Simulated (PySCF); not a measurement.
## RhCl₄, doublet: data card

Level of theory: PySCF, UPBE0, basis Rh def2-SVP with ECP28, Cl def2-SVP (scalar-relativistic core potentials, no spin–orbit coupling, density fitting).

The structure is a minimum.

Coordinates in bohr (charge 0 multiplicity 2):
```
Rh    0.0000    0.0000   -0.3882
Cl    0.0000    4.0135   -1.6742
Cl    0.0000   -4.0135   -1.6742
Cl    3.2015    0.0000    2.2454
Cl   -3.2015    0.0000    2.2454
```

```json
{"Point group": "C2v", "Bond lengths": "Rh–Cl 2.194 Å (×2), Rh–Cl 2.230 Å (×2)", "Bond angles": "Cl–Rh–Cl 101.2° (×5), Cl–Rh–Cl 144.5°", "Rotational constants": "0.04699, 0.03561, 0.03266 cm⁻¹", "Rotational symmetry number": "2", "Zero-point energy": "12.2 kJ/mol", "Heat capacity Cp at 298.15 K": "98.8 J/(mol K)", "Dipole moment": "0.49 D", "Atomisation energy without zero-point energy": "1023 kJ/mol", "Lowest empty level (β)": "-5.66 eV", "Entropy at 298.15 K and 1 bar (electronic part: spin only)": "395.6 J/(mol K)", "Spin squared ⟨S²⟩": "0.761", "Enthalpy at 298.15 K above 0 K": "23.09 kJ/mol", "Principal quadrupole moments (Buckingham, traceless) about the centre of mass": "-3.47, 1.62, 1.85 D Å", "Highest occupied level (β)": "-8.47 eV", "Principal polarisabilities": "70.3, 80.9, 105.9 bohr³"}
```

Harmonic modes (masses in u: Rh 102.906, Cl 34.969):
```json
{"symmetry": "a2", "ω (cm⁻¹)": "65", "IR (km/mol)": "0.0", "type": "bend"}
{"symmetry": "a1", "ω (cm⁻¹)": "86", "IR (km/mol)": "0.0", "type": "bend"}
{"symmetry": "b1", "ω (cm⁻¹)": "91", "IR (km/mol)": "4.6", "type": "bend"}
{"symmetry": "b2", "ω (cm⁻¹)": "94", "IR (km/mol)": "0.0", "type": "bend"}
{"symmetry": "a1", "ω (cm⁻¹)": "111", "IR (km/mol)": "1.5", "type": "bend"}
{"symmetry": "a1", "ω (cm⁻¹)": "365", "IR (km/mol)": "3.2", "type": "stretch"}
{"symmetry": "a1", "ω (cm⁻¹)": "411", "IR (km/mol)": "13.3", "type": "stretch"}
{"symmetry": "b1", "ω (cm⁻¹)": "412", "IR (km/mol)": "24.0", "type": "stretch"}
{"symmetry": "b2", "ω (cm⁻¹)": "412", "IR (km/mol)": "74.7", "type": "stretch"}
```

In C2v the vibrations span a2 + 4a1 + 2b1 + 2b2. The a2 mode carries no infrared intensity, as symmetry demands.

Charges (e):
```
 atom  Mulliken  Löwdin  polar tensor  spin (Mulliken)  Mayer order to Rh1
  Rh1      0.26   -1.02          1.30             0.60                   –
Cl2,3     -0.10    0.22         -0.41             0.17                1.11
Cl4,5     -0.03    0.29         -0.24             0.03                1.17
```

Mulliken populations on Rh1 (electrons outside its core potential): s 2.43, p 6.64, d 7.67, f 0.01.

Outer orbital energies (eV). α occupied: -10.46, -10.41, -9.57, -9.55, -9.54, -8.90, -8.69, -8.58; empty: -5.61, -5.11, 0.04, 1.68. β occupied: -10.79, -10.35, -10.09, -9.53, -9.36, -9.35, -8.70, -8.47; empty: -5.66, -5.38, -4.88, 0.12.

Formally Rh is in oxidation state +4, d5, with 1 unpaired electron (the high-spin count would be 5). The Mulliken spin on Rh is 0.60. The polar-tensor charge on Rh, 1.30, is far below the formal one.

Other isomers or separated fragments may lie lower. With open d or f shells other occupations or spin states may lie lower.

The final relaxation and frequency run took about 9 core-minutes on a shared host.
